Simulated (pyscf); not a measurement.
This saddle point was located with ωB97X-D3(BJ)/def2-SVPD in PySCF.

```
C
H 1 1.1091
H 1 1.1091 2 108.69
O 1 1.5391 2 110.02 3 -120.51
H 4 1.1816 1 52.46 2 -120.13
```
Charge -1, spin multiplicity 1.

Surface: singlet, charge -1. Lowest wavenumbers (cm⁻¹): 1738i, 792, 910, 1069, 1107.

### Question
Which two sides does it connect, and which bonds change?

### Answer
`[CH3][O-]` <-> `[CH2-][OH]`, a hydrogen shift read from left to right: C–H broken and H–O formed. At CCSD(T)/def2-TZVPPD + ΔMP2(QZVPPD) it lies +57.6 kcal/mol from the left side and +25.8 kcal/mol from the right (each side as separated species at their lowest minima found). One saddle was located; it need not be the lowest between these sides. The CCSD(T) − MP2 part came from Ansatz, without density fitting, on the same reference.
